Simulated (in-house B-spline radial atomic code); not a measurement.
Atomic self-consistent-field run: Tc III (Tc2+). Method: Dirac-Kohn-Sham wB97X, spherical fractional occupations, exact exchange averaged over the configuration, Fermi nucleus of rms radius 4.41117 fm. Calculated with a radial B-spline atomic code at the basis-set limit.

Command:
```bash
python run_scf.py task.json out
```
Settings (nuclear radius in fm, mass in u):
```
Z                43
configuration    [Kr] 4d5
hamiltonian      dirac
method           wb97x
spin_polarised   False
nucleus          fermi
rms_radius       4.41117
atomic_mass      96.90636
speed_of_light   137.035999084
exact_exchange   averaged over the configuration
```

Output (hartree, bohr):
```
 radial grid: 73 intervals, B-splines of order 8, outer radius 38.5185 bohr

 iter        energy (Eh)    residual
    1       -4279.798532    4.95e-01
    2       -4283.116692    2.60e-01
    3       -4285.711795    5.52e-02
    4       -4285.845268    1.16e-02
    5       -4285.853427    8.75e-03
    6       -4285.855317    2.12e-03
    7       -4285.855416    6.95e-04
    8       -4285.855428    9.14e-05
    9       -4285.855429    2.48e-06
   10       -4285.855429    5.50e-07
   11       -4285.855429    1.62e-08

 total energy                     -4285.85543
 kinetic                            4451.7552
 electron-nucleus                 -10331.9318
 Hartree                            1722.4721
 exact exchange                      -25.1452
 exchange-correlation               -103.0057

 first-order corrections (not in the total)
   Gaunt                             2.9247
   retardation                      -0.2916
   frequency dependence             -0.0188
   self-energy                       1.9662
   Uehling                          -0.2287
   Wichmann-Kroll                    0.0036
   recoil                            0.0170

 orbital      occ     eigenvalue          <r>       <r^2>       <1/r>     <1/r^2>       r_max    small
 1s1/2      2.000      -769.1423    0.0342769  0.00158598     44.7134     4233.99     0.02228  2.46e-02
 2s1/2      2.000      -110.8077     0.149188   0.0262975     10.2073     466.023      0.1262  5.08e-03
 2p1/2      2.000      -102.1686      0.12711   0.0198356     10.1772      150.81     0.09817  5.08e-03
 2p3/2      4.000       -97.8188     0.131774     0.02119     9.66697     127.406      0.1021  4.91e-03
 3s1/2      2.000       -20.1082     0.414604    0.196951      3.5116     85.7967      0.3723  1.37e-03
 3p1/2      2.000       -16.7811      0.40861    0.194396     3.41018     27.4219      0.3595  1.32e-03
 3p3/2      4.000       -16.0491     0.419094    0.204287      3.2879     23.3178      0.3689  1.27e-03
 3d3/2      4.000       -10.1750     0.396626    0.188789     3.10281     12.2581        0.31  1.15e-03
 3d5/2      6.000       -10.0345     0.400083    0.191946     3.07103     11.9624      0.3128  1.14e-03
 4s1/2      2.000        -3.5325      1.06103     1.27517     1.28849     15.0454      0.9524  3.14e-04
 4p1/2      2.000        -2.5386      1.15373     1.52373     1.17018     4.44836        1.01  2.67e-04
 4p3/2      4.000        -2.4294      1.18288      1.6018     1.13501     3.80891       1.033  2.56e-04
 4d3/2      2.000        -0.9881      1.59779     3.03789    0.830185     1.32129       1.251  1.46e-04
 4d5/2      3.000        -0.9769      1.61293     3.09559    0.821588     1.28652       1.261  1.44e-04
```

Time taken, with all properties: 10 s on 1 thread of Arm Neoverse N1 (shared host).

For the Dirac Hamiltonian the kinetic term is c α·p + (β - 1)c².
